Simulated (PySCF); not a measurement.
A GIAO shielding run with PySCF (density fitting, non-relativistic, gas phase) on SMILES C[SiH2][P-]c1ccncc1, [C6H9NPSi]-:

```
$ OMP_NUM_THREADS=1 python probes_run.py task.json out

{"job": {"kind": "nmr", "xc": "PBE0", "basis": "pcSseg-1"}, "charge": -1, "multiplicity": 1}
C      3.793793    -0.261073    -0.276252
Si     2.004420     0.359731    -0.424834
P      0.658925    -1.305341    -0.064194
C     -0.928391    -0.547626    -0.185880
C     -2.073792    -1.349807     0.013854
C     -3.325642    -0.797408    -0.051559
N     -3.573108     0.489966    -0.307751
C     -2.496641     1.249991    -0.507900
C     -1.196957     0.808212    -0.460653
H      4.495280     0.533223    -0.510630
H      3.977447    -1.085505    -0.956436
H      4.002961    -0.609371     0.729361
H      1.956674     1.018876    -1.755188
H      1.949633     1.521133     0.498654
H     -1.946639    -2.403857     0.222892
H     -4.211788    -1.406968     0.110137
H     -2.712291     2.295304    -0.718844
H     -0.382643     1.496838    -0.631191
```

Hardware: 1 thread of an Arm Neoverse V2, shared host. The job also computes population analyses, field gradients, ring-centre shieldings.

Task: How large is the calculation?

Result: 82 electrons, 212 basis functions and 1138 auxiliary functions.

Task: How long does it take, and how much memory does it need?

Result: 43 s of wall time, with 14 SCF cycles and 5 response iterations; peak memory 0.96 GiB. Times on a shared host scatter by some tens of per cent.
